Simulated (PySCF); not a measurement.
Si(H)(F)2(NH2) (F2H3NSi), SMILES N[SiH](F)F.

Geometry: ωB97X-D3(BJ)/def2-SVP. The values are those of a single conformer.

All values below come from PBE/def2-TZVPD run with PySCF.

Isolated molecule, no solvent.

```json
{
  "total_energy": "-545.62610 hartree",
  "highest_occupied_level": "-6.93 eV",
  "lowest_empty_level": "-0.66 eV",
  "orbital_gap": "6.27 eV",
  "dipole_moment": "2.68 D",
  "quadrupole, principal values (traceless, Buckingham form, about the centre of nuclear charge)": "-7.45, 1.79, 5.67 D·Å",
  "mean_static_polarisability": "36.2 bohr³ (5.37 Å³)",
  "polarisability_principal_values": "34.5, 34.8, 39.3 bohr³"
}
```
